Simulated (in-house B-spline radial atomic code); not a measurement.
Configurations of Xe3+, with energies counted from [Kr] 4d10 5s2 5p3. All numbers are computed (non-relativistic M06-L, spin-polarised, spherical fractional occupations; point nucleus) with an all-electron radial atomic-structure program (B-spline basis), not measured. Shells without spins written out take the highest spin.

Occupations are held fixed; configurations that lie above the ionisation limit could autoionise.

| configuration | E - E(ref) (eV) | highest orbital | its <r> (bohr) |
| --- | --- | --- | --- |
| [Kr] 4d10 5s2 5p(1 up, 2 down) | 2.0691 | 5p up | 2.046 |
| [Kr] 4d10 5s1 5p4 | 11.396 | 5p down | 2.064 |
| [Kr] 4d10 5s2 5p2 5d1 | 17.19 | 5d up | 2.588 |
| [Kr] 4d10 5s1 5p3 6s1 | 29.585 | 6s up | 3.715 |
| [Kr] 4d9 5s2 5p3 6p1 | 87.813 | 6p up | 4.148 |
| [Ar] 3d10 4s2 4p(2 up, 3 down) 4d10 5s2 5p(1 up, 2 down) 6p(0 up, 1 down) | 169.78 | 6p down | 4.19 |

Question: Order these further configurations by energy, lowest first.
A. [Ar] 3d9 4s2 4p6 4d10 5s2 5p3 6p1
B. [Kr] 4d10 5s2 5p2 6s1
C. [Kr] 4d9 5s2 5p3 5d1
D. [Kr] 4d10 4f1 5s1 5p3
E. [Kr] 4d9 4f1 5s2 5p3

Answer: B (21.165 eV), D (29.203 eV), C (78.822 eV), E (80.36 eV), A (709.26 eV).

Question: How far above the reference does [Kr] 4d10 5s(0 up, 1 down) 5p(2 up, 2 down) lie?

Answer: 13.598 eV; its least bound orbital is 5p up with <r> = 2.045 bohr.

Question: How far above the reference does [Ar] 3d10 4s2 4p5 4d10 5s2 5p4 lie?

Answer: 143.35 eV; its least bound orbital is 5p down with <r> = 1.991 bohr.
